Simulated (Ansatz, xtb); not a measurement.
Relative energy of two structures of CH4NaOSb

Structure a is a singlet given by its coordinates and structure b is a singlet given by its coordinates. Both are isolated molecules in the gas phase, relaxed with PBE-D3(BJ)/def2-SVP.

a (Å):

```tsv
atom	x (Å)	y (Å)	z (Å)
C	-2.4894	1.7751	0.6547
Na	-0.1292	-0.0954	-1.7492
O	-0.2454	2.0528	-1.5878
Sb	-2.3866	1.7400	-1.5676
H	-1.4401	1.9114	0.9882
H	-2.8817	0.8281	1.0725
H	-3.0979	2.6251	1.0204
H	-0.0594	3.0072	-1.6259
```

Close contacts (Å): C1–Sb4 2.22, Na2–O3 2.16, Na2–Sb4 2.91, O3–Sb4 2.16, C1–H5 1.11, C1–H6 1.11, C1–H7 1.11, O3–H8 0.97.

b (Å):

| atom | x (Å) | y (Å) | z (Å) |
| --- | --- | --- | --- |
| C | -0.0176 | 1.9086 | 0.5381 |
| Na | 3.3998 | 1.3304 | 1.0803 |
| O | 1.2980 | 1.4087 | 0.5153 |
| Sb | 1.5247 | -0.7293 | 0.2922 |
| H | 0.0108 | 3.0232 | 0.5523 |
| H | -0.6079 | 1.5993 | -0.3576 |
| H | -0.5892 | 1.5745 | 1.4389 |
| H | 1.1811 | -0.9853 | 1.9954 |

Close contacts (Å): C1–O3 1.41, Na2–O3 2.18, Na2–Sb4 2.89, O3–Sb4 2.16, C1–H5 1.12, C1–H6 1.12, C1–H7 1.12, Sb4–H8 1.76.

Problem. Estimate E(b) − E(a) at the level CCSD(T)/def2-SVP + ΔMP2/def2-TZVPP.

Solution. Calculated at CCSD(T)/def2-SVP + ΔMP2/def2-TZVPP: E(b) − E(a) = +56.7 kJ/mol, so structure a lies lower.

How the difference moves with the method:

| level | geometry | E(b) − E(a) (kJ/mol) | departure from the last row (kJ/mol) | job, with rough time for the two |
| --- | --- | --- | --- | --- |
| GFN2-xTB | GFN2-xTB | +12.9 | −43.8 | optimisation, 1.1 s |
| HF/STO-3G | GFN2-xTB | +27.6 | −29.1 | single point, 5.4 s |
| r2SCAN-D4/def2-SVP | GFN2-xTB | +38.4 | −18.3 | single point, 16 s |
| PBE-D3(BJ)/def2-SVP | PBE-D3(BJ)/def2-SVP | +37.1 | −19.5 | optimisation, 4.2 min |
| HF/def2-SVP | PBE-D3(BJ)/def2-SVP | +24.6 | −32.1 | part of the CCSD(T) run |
| MP2/def2-SVP | PBE-D3(BJ)/def2-SVP | +42.5 | −14.2 | part of the CCSD(T) run |
| CCSD(T)/def2-SVP | PBE-D3(BJ)/def2-SVP | +33.4 | −23.3 | single point |
| CCSD(T)/def2-SVP + ΔMP2/def2-TZVPP | PBE-D3(BJ)/def2-SVP | +56.7 |  | single point, 2.2 min |

None of the levels shown reverses the order. The largest departure from CCSD(T)/def2-SVP + ΔMP2/def2-TZVPP is that of GFN2-xTB, 43.8 kJ/mol. The last row adds to CCSD(T) the change of the MP2 difference between the two basis sets, here +23.3 kJ/mol, a large step that makes the value less sure.

With harmonic frequencies from PBE-D3(BJ)/def2-SVP (ideal gas, rigid rotor, one conformer each, 298.15 K, 1 atm): the zero-point term adds −3.7 kJ/mol; ΔH is +51.7 and ΔG +54.6 kJ/mol.

The correlated steps freeze 7 core orbitals; the filled d shell of Sb is correlated; the last core shell of Na is correlated, in a basis made for valence electrons. Atoms past krypton carry core potentials in the def2 sets, other sets are all-electron and non-relativistic, and no spin–orbit term is included. Run with Ansatz 0.2.0, xtb 6.7.1; the last row on 1 thread of AMD EPYC (Zen 3) on a shared host.
